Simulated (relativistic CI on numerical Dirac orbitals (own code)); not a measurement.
Cu2+ in a cubic cluster: 1s photoemission with charge transfer

Computed with a charge-transfer multiplet model of a cubic metal-ligand cluster with up to one ligand hole, Slater and spin-orbit integrals from Dirac-Coulomb-Breit ions, Slater integrals scaled by 0.8. The ground state mixes d9 with configurations of k ligand holes L, whose averages lie at kΔ + k(k − 1)U_dd/2; a core hole lowers each added d electron by U_cd. 300 K, Lorentzian 1.1 eV and Gaussian 0.6 eV FWHM.

Atomic integrals in eV (Slater integrals scaled, ζ unscaled), ground: F2dd 11.066, F4dd 6.905, zeta_d 0.099; with the core hole: F2dd 11.066, F4dd 6.905, zeta_d 0.136, G2cd 0.070.

Cluster parameters (eV): Δ = 5.7, U_dd = 7.9, U_cd = 8.7, 10Dq = 0.7, 10Dq(ligand) = 1.1, final-state hopping factor = 1.

Weights, n_d and S are thermal averages at 300 K. Binding energies count from the first peak over 30 % of the highest in each spectrum, which can be another peak from case to case. The parameters are a model scan and need not match a compound or its usual spin state. Peaks in eV (height, largest 100): 0.0 (100), 5.7 (75).

**Question.** Which parameters give this spectrum?
A. V(eg) = 2.1 eV, V(t2g) = -0.98 eV
B. V(eg) = 1.8 eV, V(t2g) = -0.84 eV
C. V(eg) = 1.2 eV, V(t2g) = -0.56 eV
D. V(eg) = 2.4 eV, V(t2g) = -1.12 eV
E. V(eg) = 1.5 eV, V(t2g) = -0.7 eV

**Answer.** D. V(eg) = 2.4 eV, V(t2g) = -1.12 eV; the ground state then has 9.12 d electrons and S = 0.50. The choice follows from running the model for each set and comparing peak positions and heights.
